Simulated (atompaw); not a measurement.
**Reading a pseudo-wave (Fe (Z = 26))**

Columns: radius, all-electron u(r) and pseudo u(r) of the 3s shell (level -95.24 eV) of iron in the configuration [Ne] 3s2 3p6 3d6 4s1 4p1; LDA (PW92), scalar-relativistic, PAW (atompaw) scheme, atompaw 4.2.0.5.

```tsv
r (bohr)	all-electron	pseudo
0.058	0.1971	0.1526
0.115	-0.3892	0.3015
0.173	-0.6558	0.4506
0.231	-0.5565	0.5955
0.288	-0.2562	0.7317
0.346	0.1176	0.8610
0.404	0.4737	0.9775
0.462	0.7685	1.0775
0.519	0.9842	1.1560
0.577	1.1298	1.2128
0.635	1.2103	1.2439
0.692	1.2378	1.2486
0.750	1.2258	1.2281
0.808	1.1847	1.1849
0.865	1.1250	1.1250
0.923	1.0519	1.0519
0.981	0.9723	0.9723
1.038	0.8916	0.8916
1.096	0.8102	0.8102
1.154	0.7315	0.7315
1.212	0.6568	0.6568
1.269	0.5882	0.5882
1.327	0.5237	0.5237
1.385	0.4647	0.4647
1.442	0.4120	0.4120
1.500	0.3636	0.3636
```

(1) How many radial nodes do the two functions have?

(2) At about which radius was the pseudo-wave matched?

(3) Is the pseudo-wave norm-conserving?

Results:

(1) The all-electron 3s function has n − l − 1 = 2; the pseudo-wave has 0, since the states of the same l below it are removed with the core.

(2) 0.90 bohr. The columns agree to 0.0005 from 0.81 bohr on; several derivatives are matched, so the curves merge somewhat inside the radius.

(3) No, it belongs to a PAW set: the norm inside the radius is not constrained, and the difference is carried by the augmentation charge.
